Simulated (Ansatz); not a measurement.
Mulliken charges of GeH2I (`[GeH2][I]`) radical from r2SCAN/def2-TZVPP in Ansatz (PBE0-D4/def2-TZVP geometry).

```csv
atom,x (Å),y (Å),z (Å),charge (e)
Ge1,-0.031,-0.331,-0.439,0.206
I2,1.489,-0.164,1.550,-0.212
H3,-1.467,-0.567,0.085,0.003
H4,0.063,1.002,-1.217,0.003
```

Problem. By hand: the dipole of these point charges (1 e Å = 4.8032 D).

Solution. Σ q r = (-0.326, -0.032, -0.422) e Å, of length 0.534 e Å = 2.56 D.

Problem. How does the dipole of the full density compare? (Best estimate.)

Solution. Ansatz gave: (-0.155, -0.010, -0.194) e Å, 1.19 D; the point charges give 2.15 times that, at 1° from its direction.

Point charges leave out the atoms' own dipoles, such as those of lone pairs, and Mulliken's split depends on the basis, so the two needn't agree.
